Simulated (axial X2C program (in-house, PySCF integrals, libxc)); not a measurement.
# The Cl pπ splitting in different molecules (EOM-IP-CCSD)

Computed with an in-house all-electron X2C program for linear molecules (integrals from PySCF): two-component X2C with atomic mean-field Coulomb and Gaunt terms, Dyall basis sets with cores contracted in-house.

The first pair of π-type roots with Ω = 1/2 and 3/2, reached by removing an electron from a closed-shell reference; vertical energies, inner shells frozen. Splitting means E(3/2) − E(1/2).

Basis sets: Al dyall-v3z, B dyall-v3z, Cl dyall-av3z, Cs dyall-cv3z, F dyall-av3z, Ga dyall-cv3z, H dyall-v3z, In dyall-cv3z. Correlated electrons in EOM-CCSD (inner shells frozen, about 90 virtual spinors): HCl 8, BCl 10, ClF 14, AlCl 10, GaCl 20, InCl 20, CsCl 16.

| species | reference | R (Å) | main character | spinor gap ε(3/2) − ε(1/2), HF (cm⁻¹) |
| --- | --- | --- | --- | --- |
| HCl⁺ | HCl | 1.282 | 94% Cl pπ | 730 |
| BCl⁺ | BCl | 1.724 | 85% Cl pπ, 9% B pπ | 720 |
| ClF⁺ | ClF | 1.631 | 73% Cl pπ, 19% F pπ | 760 |
| AlCl⁺ | AlCl | 2.159 | 90% Cl pπ | 710 |
| GaCl⁺ | GaCl | 2.223 | 91% Cl pπ | 720 |
| InCl⁺ | InCl | 2.425 | 93% Cl pπ | 700 |
| CsCl⁺ | CsCl | 2.906 | 96% Cl pπ | 83290 |

(1) Should these pairs be regular or inverted?

EOM-IP-CCSD gives:

```json
{"species": "HCl⁺", "IE Ω = 1/2 (eV)": "12.735", "IE Ω = 3/2 (eV)": "12.657", "splitting (cm⁻¹)": "-628", "lowest root?": "yes"}
{"species": "BCl⁺", "IE Ω = 1/2 (eV)": "13.839", "IE Ω = 3/2 (eV)": "13.767", "splitting (cm⁻¹)": "-582", "lowest root?": "no"}
{"species": "ClF⁺", "IE Ω = 1/2 (eV)": "12.741", "IE Ω = 3/2 (eV)": "12.663", "splitting (cm⁻¹)": "-623", "lowest root?": "yes"}
{"species": "AlCl⁺", "IE Ω = 1/2 (eV)": "11.859", "IE Ω = 3/2 (eV)": "11.786", "splitting (cm⁻¹)": "-584", "lowest root?": "no"}
{"species": "GaCl⁺", "IE Ω = 1/2 (eV)": "11.343", "IE Ω = 3/2 (eV)": "11.269", "splitting (cm⁻¹)": "-600", "lowest root?": "no"}
{"species": "InCl⁺", "IE Ω = 1/2 (eV)": "10.793", "IE Ω = 3/2 (eV)": "10.718", "splitting (cm⁻¹)": "-607", "lowest root?": "no"}
{"species": "CsCl⁺", "IE Ω = 1/2 (eV)": "8.606", "IE Ω = 3/2 (eV)": "8.509", "splitting (cm⁻¹)": "-780", "lowest root?": "yes"}
```

A small p share on a heavy partner can supply much of the splitting, and mixing of Ω = 1/2 with σ states shifts it further.

States that need a further excitation are missing; levels can be off by some tenths of an eV, splittings by less.

Results:

(1) Inverted: a hole in a filled π shell puts Ω = 3/2 lowest, with the sign opposite to the spinor gap.
